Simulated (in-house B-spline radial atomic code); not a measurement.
## RPA and G0W0 on HSE06: Ga IV (Ga3+)

Configuration [Ar] 3d10, mean-field start HSE06. Computed with an all-electron radial atomic-structure program (B-spline basis): all electrons, non-relativistic, point nucleus, each spin shell either full or empty, empty states to l = 9 with an (l + 1/2)⁻⁴ tail; G0W0 by contour deformation at full frequency.

Command:
```bash
python run_gw.py task.json out
```
Settings (radii: box in bohr, nucleus in fm):
```
Z                        31
electrons                28
configuration            [Ar] 3d10
hamiltonian              nr
method                   hse06
lmax                     9
spin_polarised           False
box_radius               14.14
intervals                51
```

Run time, properties included: 2 s on 1 thread of Arm Neoverse N1, with other jobs on the host.

Energies (hartree):

```csv
term,value
mean-field total,-1922.50680
Hartree-Fock functional on these orbitals,-1921.29661
direct second order,-2.4586
second-order exchange,0.70679
SOSEX correction,0.64269
```

**Question.** What is the RPA correlation energy, and what remains with SOSEX?

**Answer.** RPA gives -2.082 hartree (-2.02 eV per electron); RPA + SOSEX gives -1.4393, and the second-order doubles -1.7519 hartree (no singles). RPA lacks exchange-type terms and so overcorrelates at short range.

Quasi-particle levels (eV):

```
level  occupied  mean field  Σx - vxc     Σc  QP weight    G0W0
   3d       yes      -55.84    -10.59      ?          ?       ?
   4s        no      -34.66      5.64  -1.35      0.985  -30.37
```

G0W0 = mean field + (Σx - vxc) + Σc, with Σc (partial-wave tail included) taken at the quasi-particle energy. Only the outer levels were computed. Levels of low weight are left out.

**Question.** Where does G0W0 put 3d?

**Answer.** At -64.02 eV, with Σc = 2.41 eV and a quasi-particle weight of 0.930. The tabulated removal energy is 63.241 ± 0.009 eV (NIST, measured); the calculation leaves out relativity, Breit and QED terms, and what these don't explain is the method's own error.
